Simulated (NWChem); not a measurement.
# ZrI4; SMILES [I][Zr]([I])([I])[I]

Not confirmed as a minimum by frequencies. def2 effective core potentials on Zr, I; no spin-orbit coupling.

### Question
Give the equilibrium geometry at PBE0/def2-SVP with def2 effective core potentials on Zr, I (NWChem) as a Z-matrix, with the point group.

### Answer
point group Td; any orientation.
```
Zr
I 1 2.6804
I 1 2.6804 2 109.47
I 1 2.6804 2 109.47 3 120.00
I 1 2.6804 2 109.47 4 120.00
```
